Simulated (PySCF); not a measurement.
**Exercise with solution: chemical shift, span and skew from a shielding tensor**

Si(F)3(SeH) (F₃HSeSi), SMILES F[Si](F)(F)[SeH]. Atoms are numbered in the order given.

```xyz
6

F     -0.7337    -1.4533    -1.2799
Si     0.0039    -0.8268     0.0000
F     -0.7337    -1.4533     1.2799
F      1.5261    -1.3292     0.0000
Se     0.0255     1.4186     0.0000
H     -1.4510     1.4643     0.0000
```

Coordinates come from a B3LYP-D3(BJ)/def2-SVP optimisation. The structure was generated by enumeration, and PubChem lists no compound with its InChIKey, so it may never have been made. Other conformers were not sampled.

GIAO shieldings from PBE0/pcSseg-1 (PySCF), non-relativistic, no solvent. The symmetric part of the tensor of Se5 has the principal values 1898.4, 2088.7, 2476.5 ppm. The same nucleus in Me2Se has σ = 1740.1 ppm at this level (PySCF, at its B3LYP-D3(BJ)/def2-TZVP geometry).

Task: Work out the isotropic shielding, the ⁷⁷Se shift against Me2Se, the span and the skew.

Result: 
σ(iso) = (σ11 + σ22 + σ33)/3 = 2154.5 ppm. δ = σ(ref) − σ(iso) = 1740.1 − (2154.5) = -414.4 ppm.
Span Ω = σ33 − σ11 = 578.1 ppm. Skew κ = 3(σ(iso) − σ22)/Ω = 0.34. Tumbling in solution averages the tensor to δ; in a static solid the shielding alone would spread this spin-1/2 line over Ω.
